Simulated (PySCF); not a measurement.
Compound: C₅H₃NS.
Bonds: C1–C2 (triple), C2–C3, C3–N4 (aromatic), N4–C5 (aromatic), C5–C6 (aromatic), C6–S7 (aromatic), C3–S7 (aromatic). Hydrogens: H8 on C1; H9 on C5; H10 on C6.

Theory: BHandHLYP/def2-SVP geometry optimisation, gas phase in PySCF.

**Question.** List the bond lengths and angles at this level.

**Answer.** 
```tsv
bond	length (Å)	order
C1≡C2	1.200	triple
C2–C3	1.423	single
C3–N4	1.295	aromatic
N4–C5	1.357	aromatic
C5–C6	1.360	aromatic
C6–S7	1.711	aromatic
C3–S7	1.739	aromatic
C1–H8	1.067	single
C5–H9	1.083	single
C6–H10	1.080	single
```

Orders are formal, as drawn. A selection of angles:
```tsv
angle	degrees
C2–C1–H8	179.5
C1–C2–C3	178.6
C2–C3–N4	125.2
C2–C3–S7	120.5
N4–C3–S7	114.3
C3–N4–C5	111.2
N4–C5–C6	115.8
N4–C5–H9	119.5
C6–C5–H9	124.7
C5–C6–S7	109.8
C5–C6–H10	128.3
S7–C6–H10	122.0
C3–S7–C6	88.9
```

The 7 heavy atoms lie in one plane (0.000 Å rms). The C–N distances run from 1.295 Å (C3–N4, aromatic) to 1.357 Å (N4–C5, aromatic), a spread of 0.062 Å. The 2 C–S bonds span 1.711 Å (C6–S7, aromatic) to 1.739 Å (C3–S7, aromatic), a spread of 0.028 Å. The 3 C–C bonds span 1.200 Å (C1≡C2, drawn triple) to 1.423 Å (C2–C3, drawn single), a spread of 0.223 Å. The 5-membered ring C3–N4–C5–C6–S7 has internal angles of 88.9° to 115.8° (sum 540°, against 540° for a flat polygon); it is planar, 0.00 Å rms from its mean plane, widest ring torsion 0°.

Point group: Cs (tolerance 0.08 Å). Stationary, but not proved a minimum.

Hardware: one thread of an AMD EPYC 7R43 (shared host). Cost: 38 s, 0.52 GiB resident at most. This is the geometry optimisation.
